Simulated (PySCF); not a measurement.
# Working out the ionisation energy of Cr²⁺

Cr²⁺ [Ar] 3d4 (5D) → Cr³⁺ [Ar] 3d3 (4F). All numbers are calculated (PySCF 2.14, scalar relativity by spin-free X2C-1e, in cc-pVDZ-DK). Frozen: [Ar]. Energies in hartree (1 hartree = 27.21139 eV):

```
             part  Cr²⁺ (lower)  Cr³⁺ (upper)
              UHF  -1048.878981  -1047.779250
MP2 opposite-spin      0.000000      0.000000
    MP2 same-spin     -0.031371     -0.010589
```

**Question.** What does Hartree-Fock give?

**Answer.** (-1047.779250) − (-1048.878981) = 1.099731 hartree = 29.925 eV.

**Question.** What do MP2 and SCS-MP2 (6/5 opposite-spin, 1/3 same-spin) give?

**Answer.** The opposite-spin parts differ by 0.000 eV and the same-spin parts by 0.566 eV. MP2: 29.925 + (0.000) + (0.566) = 30.491 eV. SCS-MP2: 29.925 + 1.2 × (0.000) + (0.566)/3 = 30.114 eV.

Reference: 30.959 ± 0.025 eV (measured; NIST Atomic Spectra Database, ionization energies), between the lowest levels; spin-orbit coupling is absent from the calculation.

A double-zeta basis recovers only part of the correlation energy.

What remains against the reference includes basis incompleteness, the frozen core and correlation beyond second order.
